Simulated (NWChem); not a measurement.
Everything below was run with NWChem. System: Cl$_{2}$Te, charge 0, spin multiplicity 1, at a geometry optimised with PBE/def2-SVP with def2 effective core potentials on Te. The structure started from a generated list of species. Level: PBE0/def2-TZVP with def2 effective core potentials on Te.

Input file:

```
start mol
memory heap 200 mb stack 900 mb global 1100 mb
geometry units angstroms nocenter noautoz
  Te     0.000000     0.000000    -0.595538
  Cl     1.851395     0.000000     0.910822
  Cl    -1.851395     0.000000     0.910822
  symmetry group C2v
end
basis spherical
  * library def2-tzvp
end
ecp
  Te library def2-ecp
end
dft
  xc pbe0
  semidirect memsize 60000000 filesize 0
  iterations 100
end
task dft energy
```

Part of the output:

```
             Northwest Computational Chemistry Package (NWChem) 7.3.0
             --------------------------------------------------------

                                NWChem Input Module
                                -------------------

 Scaling coordinates for geometry "geometry" by  1.889725989
 (inverse scale =  0.529177249)

 Turning off AUTOSYM since
 SYMMETRY directive was detected!

                             Geometry "geometry" -> ""
                             -------------------------

 Output coordinates in angstroms (scale by  1.889725989 to convert to a.u.)

  No.       Tag          Charge          X              Y              Z
 ---- ---------------- ---------- -------------- -------------- --------------
    1 Te                  52.0000     0.00000000     0.00000000    -0.59553800
    2 Cl                  17.0000     1.85139500     0.00000000     0.91082200
    3 Cl                  17.0000    -1.85139500     0.00000000     0.91082200

 Effective nuclear repulsion energy (a.u.)     433.2860812863

            Nuclear Dipole moment (a.u.)
            ----------------------------
        X                 Y               Z
 ---------------- ---------------- ----------------
     0.0000000000     0.0000000000    -0.0000529123

      Symmetry information
      --------------------

 Group name             C2v
 Group number             16
 Group order               4
 No. of unique centers     2

      Symmetry unique atoms

     1    2


 Summary of "ao basis" -> "" (spherical)
 ------------------------------------------------------------------------------
       Tag                 Description            Shells   Functions and Types
 ---------------- ------------------------------  ------  ---------------------
 *                         def2-tzvp                  on all atoms

                                 NWChem DFT Module
                                 -----------------

 Summary of "ao basis" -> "ao basis" (spherical)
 ------------------------------------------------------------------------------
       Tag                 Description            Shells   Functions and Types
[...]
              MO Center= -1.6D-15, -5.8D-16, -3.0D-01, r^2= 3.3D+00
   Bfn.  Coefficient  Atom+Function         Bfn.  Coefficient  Atom+Function
  ----- ------------  ---------------      ----- ------------  ---------------
    17      0.537487  1 Te py                11     -0.406442  1 Te py
    14      0.344072  1 Te py                20      0.233283  1 Te py
    66     -0.202741  2 Cl py               103     -0.202741  3 Cl py
    69     -0.171260  2 Cl py               106     -0.171260  3 Cl py
    63     -0.102170  2 Cl py               100     -0.102170  3 Cl py

 Vector   30  Occ=0.000000D+00  E=-1.142240D-01  Symmetry=a1
              MO Center= -6.3D-14, -1.0D-15, -6.4D-02, r^2= 4.2D+00
   Bfn.  Coefficient  Atom+Function         Bfn.  Coefficient  Atom+Function
  ----- ------------  ---------------      ----- ------------  ---------------
    18      0.511198  1 Te pz                21      0.362624  1 Te pz
    12     -0.350558  1 Te pz                 5      0.345529  1 Te s
    15      0.298682  1 Te pz                68      0.271844  2 Cl px
   105     -0.271844  3 Cl px                65      0.237444  2 Cl px
   102     -0.237444  3 Cl px                 6      0.218506  1 Te s

 Vector   31  Occ=0.000000D+00  E=-1.064213D-01  Symmetry=b1
              MO Center=  9.6D-14, -1.5D-15, -3.6D-01, r^2= 4.1D+00
   Bfn.  Coefficient  Atom+Function         Bfn.  Coefficient  Atom+Function
  ----- ------------  ---------------      ----- ------------  ---------------
    16      0.541658  1 Te px                19      0.396569  1 Te px
    10     -0.375058  1 Te px                13      0.321137  1 Te px
    70      0.218853  2 Cl pz               107     -0.218853  3 Cl pz
    67      0.201453  2 Cl pz               104     -0.201453  3 Cl pz
    55     -0.195615  2 Cl s                 92      0.195615  3 Cl s

 Vector   32  Occ=0.000000D+00  E= 1.198687D-01  Symmetry=b1
              MO Center=  2.6D-13, -4.6D-16, -7.6D-01, r^2= 7.2D+00
   Bfn.  Coefficient  Atom+Function         Bfn.  Coefficient  Atom+Function
  ----- ------------  ---------------      ----- ------------  ---------------
    19      1.689068  1 Te px                16     -1.134659  1 Te px
    55     -0.345300  2 Cl s                 92      0.345300  3 Cl s
    10      0.232312  1 Te px                65     -0.109632  2 Cl px
   102     -0.109632  3 Cl px                13     -0.092185  1 Te px
    79      0.084107  2 Cl d  1             116      0.084107  3 Cl d  1

 center of mass
 --------------
 x =   0.00000000 y =   0.00000000 z =  -0.12920264

 moments of inertia (a.u.)
 ------------------
         368.388559639757           0.000000000000           0.000000000000
           0.000000000000        1224.454444683045           0.000000000000
           0.000000000000           0.000000000000         856.065885043288

     Multipole analysis of the density
     ---------------------------------

     L   x y z        total         alpha         beta         nuclear
     -   - - -        -----         -----         ----         -------
     0   0 0 0      0.000000    -29.000000    -29.000000     58.000000

     1   1 0 0      0.000000      0.000000      0.000000      0.000000
     1   0 1 0     -0.000000     -0.000000     -0.000000      0.000000
     1   0 0 1     -0.834974    -16.173112    -16.173112     31.511249

     2   2 0 0    -38.755098   -227.464462   -227.464462    416.173825
     2   1 1 0     -0.000000     -0.000000     -0.000000      0.000000
     2   1 0 1     -0.000000     -0.000000     -0.000000      0.000000
     2   0 2 0    -39.654505    -19.827253    -19.827253      0.000000
     2   0 1 1      0.000000      0.000000      0.000000      0.000000
     2   0 0 2    -35.974279    -83.548774    -83.548774    131.123270

 Task  times  cpu:        6.8s     wall:        6.8s

 Total times  cpu:        6.9s     wall:        6.9s
```
